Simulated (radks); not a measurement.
Task: All-electron calculation, non-relativistic Kohn-Sham, PBE, spin-unpolarised, spherical densities, point nucleus. Program: a radial shooting solver on a logarithmic mesh with Libxc functionals. Response by self-consistent Sternheimer equations with the Hartree and adiabatic LDA kernel. For heavy and open-shell atoms this level of theory can miss by tens of per cent. Rank Pr5+, Cs+, Xe, Ba2+, Nd6+, Ce4+, Pm7+, La3+, Sm8+ (NIST ground configurations) by static dipole polarisability, largest first.

Result: Xe 28.95, Cs+ 16.53, Ba2+ 11.01, La3+ 7.958, Ce4+ 6.053, Pr5+ 4.770, Nd6+ 3.960, Pm7+ 3.269, Sm8+ 2.728 bohr^3.
